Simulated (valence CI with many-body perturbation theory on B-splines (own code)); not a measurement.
Level structure of Os XXVII

Computed by relativistic CI+MBPT: four valence electrons over a frozen Dirac-Fock core [Kr] 4d10, a basis of 7 s, 7 p, 7 d, 7 f, 4 g, 2 h functions for each j, with the one-electron correlation potential Σ1 (screened to all orders), the two-electron term Σ2, the three-electron term Σ3, Breit, model QED; selected single and double excitations, second order for the rest, scaled by the run's own slope (own B-spline code, finite nucleus).

The last digits are not significant, and no measured levels were compared; by estimate large intervals hold to a few tenths of a per cent, small ones and those within an open d or f shell to about a per cent. Excitations out of the core, of the other parity, are not computed and may begin above about 171 eV (a cautious bound); beyond it only levels of the ground parity were kept, without lifetimes.

Levels 136 to 180 of 203, with energies above the lowest level, (4f5/2^4) J=4. "Leading %" is the weight of the configuration and term that name the level; weights of strongly mixed levels are sums over their largest components and can fall short. In the jj column 3d3/2^4 stands for four electrons in 3d with j = 3/2. Lifetimes count E1, E2, E3, M1 and M2 decay at the calculated energies, and are blank where another channel may lead or the interval is too uncertain; long ones can be off by a factor of two.

```csv
No.,Configuration,Term,J,E (cm⁻¹),Leading %,Lifetime,Second component,Leading jj
136,4f3 5s,1H°,5,1063500,49,1.06 μs,11 % 4f3 5s 3I°,4f5/2 4f7/2^2 5s (60 %)
137,4f3 5s,5D°,2,1063800,29,926 ns,21 % 4f3 5s 3D°,4f5/2^2 4f7/2 5s (52 %)
138,4f3 5s,5D°,1,1064900,40,729 ns,22 % 4f3 5s 3S°,4f5/2^2 4f7/2 5s (76 %)
139,4f3 5s,5G°,5,1067100,60,848 ns,26 % 4f3 5s 3H°,4f5/2 4f7/2^2 5s (75 %)
140,4f3 5s,3G°,4,1067600,42,1.05 μs,18 % 4f3 5s 5G°,4f5/2 4f7/2^2 5s (84 %)
141,4f3 5s,5D°,3,1070600,38,827 ns,28 % 4f3 5s 3D°,4f5/2^2 4f7/2 5s (68 %)
142,4f3 5s,3D°,1,1070800,43,609 ns,19 % 4f3 5s 3P°,4f5/2^2 4f7/2 5s (63 %)
143,4f3 5s,3K°,8,1070900,39,1.25 μs,27 % 4f3 5s 3L°,4f5/2^2 4f7/2 5s (62 %)
144,4f3 5s,3G°,3,1071100,51,661 ns,19 % 4f3 5s 3F°,4f5/2 4f7/2^2 5s (73 %)
145,4f3 5s,3D°,2,1073500,44,772 ns,22 % 4f3 5s 5D°,4f5/2^2 4f7/2 5s (57 %)
146,4f3 5s,3L°,7,1074700,52,873 ns,26 % 4f3 5s 3I°,4f5/2^2 4f7/2 5s (52 %)
147,4f3 5s,3G°,4,1076900,75,490 ns,14 % 4f3 5s 3H°,4f5/2 4f7/2^2 5s (60 %)
148,4f3 5s,3H°,6,1078100,66,734 ns,18 % 4f3 5s 5G°,4f5/2^2 4f7/2 5s (45 %)
149,4f3 5s,3I°,5,1081800,42,721 ns,29 % 4f3 5s 1H°,4f5/2^2 4f7/2 5s (61 %)
150,4f3 5s,3D°,1,1083000,45,688 ns,21 % 4f3 5s 5D°,4f5/2 4f7/2^2 5s (64 %)
151,4f3 5s,1D°,2,1084600,37,478 ns,23 % 4f3 5s 3D°,4f5/2^2 4f7/2 5s (57 %)
152,4f3 5s,3D°,3,1085000,73,762 ns,12 % 4f3 5s 5D°,4f5/2 4f7/2^2 5s (90 %)
153,4f3 5s,3I°,6,1089400,41,832 ns,40 % 4f3 5s 5G°,4f5/2 4f7/2^2 5s (68 %)
154,4f3 5s,3D°,2,1090600,46,683 ns,40 % 4f3 5s 1D°,4f5/2 4f7/2^2 5s (79 %)
155,4f3 5s,3G°,5,1092100,42,883 ns,20 % 4f3 5s 5F°,4f7/2^3 5s (53 %)
156,4f3 5s,5D°,0,1093100,51,635 ns,49 % 4f3 5s 3P°,4f5/2 4f7/2^2 5s (95 %)
157,4f3 5s,3H°,4,1096200,50,626 ns,24 % 4f3 5s 3F°,4f5/2 4f7/2^2 5s (54 %)
158,4f3 5s,3G°,5,1097300,59,517 ns,27 % 4f3 5s 3I°,4f5/2 4f7/2^2 5s (85 %)
159,4f3 5s,5D°,4,1097800,92,769 ns,6 % 4f3 5s 3F°,4f5/2 4f7/2^2 5s (69 %)
160,4f3 5s,3D°,1,1099600,37,387 ns,26 % 4f3 5s 5D°,4f5/2 4f7/2^2 5s (86 %)
161,4f3 5s,3I°,7,1101600,91,1.02 μs,6 % 4f3 5s 3K°,4f5/2 4f7/2^2 5s (94 %)
162,4f3 5s,3D°,2,1103800,36,730 ns,19 % 4f3 5s 5D°,4f5/2 4f7/2^2 5s (74 %)
163,4f3 5s,3L°,8,1104200,62,813 ns,34 % 4f3 5s 3K°,4f5/2 4f7/2^2 5s (57 %)
164,4f3 5s,3L°,9,1105300,100,917 ns,,4f5/2 4f7/2^2 5s (100 %)
165,4f3 5s,1I°,6,1106600,59,725 ns,32 % 4f3 5s 3I°,4f5/2 4f7/2^2 5s (90 %)
166,4f3 5s,3D°,1,1106700,65,450 ns,13 % 4f3 5s 3P°,4f5/2 4f7/2^2 5s (69 %)
167,4f3 5s,3L°,7,1107600,39,567 ns,35 % 4f3 5s 1K°,4f7/2^3 5s (59 %)
168,4f3 5s,3H°,5,1109100,38,533 ns,26 % 4f3 5s 3G°,4f7/2^3 5s (42 %)
169,4f3 5s,3H°,4,1110700,39,494 ns,24 % 4f3 5s 1G°,4f7/2^3 5s (67 %)
170,4f3 5s,3D°,3,1111600,62,342 ns,21 % 4f3 5s 5D°,4f5/2 4f7/2^2 5s (67 %)
171,4f3 5s,1L°,8,1112400,83,585 ns,9 % 4f3 5s 3L°,4f5/2 4f7/2^2 5s (87 %)
172,4f3 5s,3F°,3,1117400,40,312 ns,34 % 4f3 5s 3D°,4f5/2 4f7/2^2 5s (86 %)
173,4f3 5s,3F°,2,1118500,49,367 ns,25 % 4f3 5s 3D°,4f5/2 4f7/2^2 5s (83 %)
174,4f3 5s,3D°,2,1126900,44,416 ns,21 % 4f3 5s 1D°,4f7/2^3 5s (69 %)
175,4f3 5s,3D°,1,1127900,63,427 ns,23 % 4f3 5s 1P°,4f7/2^3 5s (76 %)
176,4f3 5s,3H°,6,1128400,60,460 ns,20 % 4f3 5s 1I°,4f7/2^3 5s (66 %)
177,4f3 5s,1H°,5,1132900,43,459 ns,21 % 4f3 5s 3H°,4f7/2^3 5s (73 %)
178,4f3 5s,3F°,4,1139800,86,360 ns,5 % 4f3 5s 5D°,4f5/2 4f7/2^2 5s (54 %)
179,4f3 5s,3D°,3,1143500,44,358 ns,41 % 4f3 5s 3F°,4f7/2^3 5s (58 %)
180,4f3 5s,1F°,3,1147200,56,301 ns,22 % 4f3 5s 3D°,4f5/2 4f7/2^2 5s (50 %)
```

Where two levels of one J and parity lie close, their mixing, g and order are uncertain.
